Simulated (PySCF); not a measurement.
La⁺ (lanthanum, charge +1) across methods

[Xe] 5d1 6p1, one real determinant (an excited configuration). All numbers are calculated (PySCF 2.14, scalar relativity by spin-free X2C-1e, in ANO-RCC-VTZP).

| method | E (hartree) | mean ε 5p β (eV) | mean ε 5d α (eV) | mean ε 6p α (eV) | Σ⟨r²⟩ (bohr²) | ⟨S²⟩ |
| --- | --- | --- | --- | --- | --- | --- |
| LDA | -8484.60 | -29.051 | -9.879 | -6.479 | 76.11 | 2.000 |
| UHF | -8488.64945 | -34.729 | -13.275 | -7.558 | 80.39 | 2.005 |
| PBE0 | -8491.50 | -30.614 | -10.958 | -6.832 | 77.13 | 2.002 |
| r2SCAN | -8491.83 | -29.469 | -10.167 | -6.423 | 77.23 | 2.003 |
| PBE | -8491.44 | -28.854 | -9.970 | -6.460 | 76.61 | 2.001 |

⟨L²⟩ = 8.01 against 12 for a pure F term, so this real determinant mixes terms. Spin-orbit coupling, absent here, splits the open shell strongly.
